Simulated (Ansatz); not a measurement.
`F[CH2][AlH][I]` + HBr → `F[CH2][AlH][Br]` + HI at 400 K and 1 bar (ligand exchange at the Al–I bond).

Program: Ansatz. Geometries: PBE0-D4/def2-TZVP. ΔE: electronic, gas phase. CCSD(T)/CBS is the MP2 limit (def2-TZVPP, def2-QZVPP) plus CCSD(T) − MP2 in def2-TZVPP, frozen cores. def2 core potentials past Kr. For Br, I outer-core shells are correlated without core-valence functions, which leaves a few kJ/mol of doubt a bond. Scalar relativity is left out up to krypton. Each species was taken in one conformer, which may not be the lowest.

```tsv
species	CCSD(T)/CBS energy (Eh)	H − E (kJ/mol)	S (J/(mol·K))
`F[CH2][AlH][I]`	-679.13942	123.7	375.0
HBr	-2573.91920	27.6	207.2
`F[CH2][AlH][Br]`	-2955.02561	124.1	366.8
HI	-298.03592	25.7	215.0
```

H − E and S are ideal-gas, rigid-rotor, harmonic terms from PBE0-D4/def2-TZVP, for one conformer and one mirror image of each species. 1 Eh = 2625.50 kJ/mol, R = 8.31446 J/(mol·K).

**Question.** By hand: ΔE, ΔH, ΔS and ΔG.

**Answer.** ΔE = (-2955.02561) + (-298.03592) − (-679.13942) − (-2573.91920) = -0.00291 Eh = -7.6 kJ/mol. Δ(H − E) = 124.1 + 25.7 − 123.7 − 27.6 = -1.5, so ΔH = -9.1 kJ/mol. ΔS = 366.8 + 215.0 − 375.0 − 207.2 = -0.4 J/(mol·K). ΔG = -9.1 − 400 × (-0.4)/1000 = -8.9 kJ/mol.

**Question.** By hand: the equilibrium constant, and the temperature at which ΔG would vanish if ΔH and ΔS stayed fixed.

**Answer.** log₁₀ K = −ΔG/(RT ln 10) = 1.2. ΔG = 0 at ΔH/ΔS = 22750 K, far beyond where these terms or the molecules hold.

The number of gas molecules stays the same, so ΔS is small and ΔH decides. A doubt of 5 kJ/mol in ΔE shifts log₁₀ K by 0.7 here. Other conformers and mirror images would add mixing entropy, several J/(mol·K) or more a flexible species. These are equilibria of isolated gas molecules and say nothing of rates. Largest T1 diagnostic: 0.010 (customary marks: 0.02 for closed shells, 0.045 for open ones).
